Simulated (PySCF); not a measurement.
Geometry:
```csv
atom,x (Å),y (Å),z (Å)
C1,-1.957,-0.460,-0.324
N2,-0.595,0.018,-0.230
N3,0.371,-0.904,-0.265
C4,1.603,-0.518,-0.183
O5,2.575,-1.440,-0.221
C6,1.981,0.856,-0.055
C7,0.992,1.781,-0.020
C8,-0.409,1.393,-0.110
O9,-1.362,2.154,-0.087
H10,-2.460,-0.003,-1.189
H11,-2.523,-0.177,0.576
H12,-1.919,-1.549,-0.429
H13,2.144,-2.302,-0.309
H14,3.039,1.115,0.011
H15,1.191,2.849,0.076
```

Geometry: PBE0-D3(BJ)/def2-SVP; GIAO shifts from PySCF, gas phase, non-relativistic, averaged over equivalent atoms.

At mPW1PW91/pcSseg-1 (183 basis functions, 22 s wall time on 1 thread of an Arm Neoverse V1, shared host):
```json
{"atoms": "C8", "δ (ppm)": "159.7"}
{"atoms": "C4", "δ (ppm)": "152.1"}
{"atoms": "C7", "δ (ppm)": "139.1"}
{"atoms": "C6", "δ (ppm)": "129.1"}
{"atoms": "C1", "δ (ppm)": "42.5"}
{"atoms": "N3", "δ (ppm)": "314.8"}
{"atoms": "N2", "δ (ppm)": "215.0"}
{"atoms": "O9", "δ (ppm)": "393.4"}
{"atoms": "O5", "δ (ppm)": "122.6"}
{"atoms": "H14", "δ (ppm)": "6.94"}
{"atoms": "H15", "δ (ppm)": "6.72"}
{"atoms": "H13", "δ (ppm)": "4.47"}
{"atoms": "H10/H11/H12", "δ (ppm)": "3.46"}
```

Shifts are taken against calculated references (same method and geometry level): TMS for ¹³C (σref 183.54), ¹H (σref 31.32); ¹⁵N (σref 264.17) vs NH3; H2O for ¹⁷O (σref 333.30).

Task: Estimate the result of repeating the calculation with PBE0/pcSseg-1.

Result: 
```csv
atoms,δ at PBE0/pcSseg-1,change
C8,159.4,-0.3
C4,151.9,-0.2
C7,139.1,+0.0
C6,129.1,+0.0
C1,42.4,-0.1
N3,314.5,-0.3
N2,215.1,+0.1
O9,393.9,+0.5
O5,123.1,+0.5
H14,6.96,+0.02
H15,6.73,+0.01
H13,4.46,-0.01
H10/H11/H12,3.46,+0.00
```

Scale: TMS for ¹³C (184.41 ppm), ¹H (31.27 ppm); ¹⁵N (265.67 ppm) vs NH3; ¹⁷O (334.56 ppm) against H2O (reference shieldings calculated alike).

The largest change is at O5 (phenol-type oxygen). Cost: 183 basis functions, 24 s wall time on 1 thread of an Arm Neoverse V1, shared host. The order of the carbon signals is the same at both levels.

Unscaled 17O shifts of doubly bonded oxygen tend to come out too high, by tens of ppm or more. Experimental scales use liquid or dissolved standards, which lie at an offset from isolated NH3 (liquid NH3: subtract about 20 ppm) and H2O (liquid H2O: subtract about 36 ppm). Unscaled 15N shifts of sp2 nitrogen come out 20 to 40 ppm too high even then.
